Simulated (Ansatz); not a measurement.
Mulliken charges of C₂H₆GaN, SMILES `C=[C](N)[GaH2]` from r2SCAN/def2-TZVPP in Ansatz (PBE0-D4/def2-TZVP geometry).

| atom | x (Å) | y (Å) | z (Å) | charge (e) |
| --- | --- | --- | --- | --- |
| C1 | -1.406 | -0.077 | -0.356 | -0.245 |
| C2 | -0.080 | -0.186 | -0.156 | 0.043 |
| N3 | 0.669 | -1.257 | -0.601 | -0.331 |
| Ga4 | 0.791 | 1.314 | 0.754 | 0.216 |
| H5 | -1.990 | -0.858 | -0.843 | 0.046 |
| H6 | -1.941 | 0.810 | -0.044 | 0.081 |
| H7 | 1.545 | -1.433 | -0.141 | 0.169 |
| H8 | 0.172 | -2.097 | -0.856 | 0.152 |
| H9 | 2.317 | 1.218 | 1.130 | -0.072 |
| H10 | -0.078 | 2.565 | 1.111 | -0.057 |

Problem. By hand: the dipole of these point charges (1 e Å = 4.8032 D).

Solution. Σ q r = (0.167, -0.058, 0.101) e Å, of length 0.204 e Å = 0.98 D.

Problem. How does the dipole of the full density compare? (Best estimate.)

Solution. Computed: (0.103, -0.325, 0.021) e Å, 1.64 D; the point charges give 0.60 times that, at 57° from its direction.

Point charges leave out the atoms' own dipoles, such as those of lone pairs, and Mulliken's split depends on the basis, so the two needn't agree.
